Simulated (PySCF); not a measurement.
Bonds (- single, = double, # triple, : aromatic): C1#C2, C2-C3, C3-N4, N4:C5, C5:P6, P6:C7, C7-C8, C8#C9, C7:C10, C10:N4. C1 carries H11; C3 carries H12, H13; C5 carries H14; C9 carries H15; C10 carries H16.

- NMR shieldings at PBE0/pcSseg-1/GIAO
- geometry: GFN2-xTB
- code: PySCF 2.14
- equivalent nuclei averaged, no relativistic terms, a single conformation, isolated molecule

References, each an isolated molecule treated in the same way: ¹³C (186.93 ppm) and ¹H (31.72 ppm) against TMS; NH3 for ¹⁵N (267.73 ppm); ³¹P (318.38 ppm) against H3PO4.

```json
{"atoms": "C2", "nucleus": "¹³C", "count": "1", "δ (ppm)": "83.2"}
{"atoms": "C5", "nucleus": "¹³C", "count": "1", "δ (ppm)": "160.2"}
{"atoms": "C3", "nucleus": "¹³C", "count": "1", "δ (ppm)": "?"}
{"atoms": "C8", "nucleus": "¹³C", "count": "1", "δ (ppm)": "83.9"}
{"atoms": "C1", "nucleus": "¹³C", "count": "1", "δ (ppm)": "?"}
{"atoms": "C10", "nucleus": "¹³C", "count": "1", "δ (ppm)": "140.8"}
{"atoms": "C9", "nucleus": "¹³C", "count": "1", "δ (ppm)": "?"}
{"atoms": "H15", "nucleus": "¹H", "count": "1", "δ (ppm)": "3.07"}
{"atoms": "H11", "nucleus": "¹H", "count": "1", "δ (ppm)": "1.95"}
{"atoms": "N4", "nucleus": "¹⁵N", "count": "1", "δ (ppm)": "201.9"}
{"atoms": "P6", "nucleus": "³¹P", "count": "1", "δ (ppm)": "158.3"}
{"atoms": "H14", "nucleus": "¹H", "count": "1", "δ (ppm)": "7.87"}
{"atoms": "C7", "nucleus": "¹³C", "count": "1", "δ (ppm)": "?"}
{"atoms": "H12/H13", "nucleus": "¹H", "count": "2", "δ (ppm)": "4.76"}
{"atoms": "H16", "nucleus": "¹H", "count": "1", "δ (ppm)": "?"}
```

Fill in the missing shifts.

## Answers


- C7: 134.5 ppm, substituted aromatic carbon
- C9: 90.5 ppm, terminal alkyne carbon; sp carbons lie upfield of alkene carbons because the cylindrical π system leaves one tensor component strongly shielded
- C1: 82.9 ppm, terminal alkyne carbon; the triple bond shields along its axis, which puts it between sp3 and sp2 carbons
- C3: 44.0 ppm, propargylic sp3 CH2 bonded to N; pulled downfield by the heteroatom
- H16: 7.64 ppm, hydrogen on an aromatic CH next to a ring nitrogen; the ring current deshields protons in the ring plane

Shifts are as computed. Against solution values, carbons near 30 ppm lie about +3 ppm off and those near 130 ppm about +5 ppm. Of 1211 compounds with measured shifts, 218 miss one by over three times the rms of a fit or turn the order of signals round; such compounds aren't used in these exercises. Experimental scales use liquid or dissolved standards, which lie at an offset from isolated NH3 (liquid NH3: subtract about 20 ppm) and H3PO4. Unscaled 15N shifts of sp2 nitrogen come out 20 to 40 ppm too high even then.
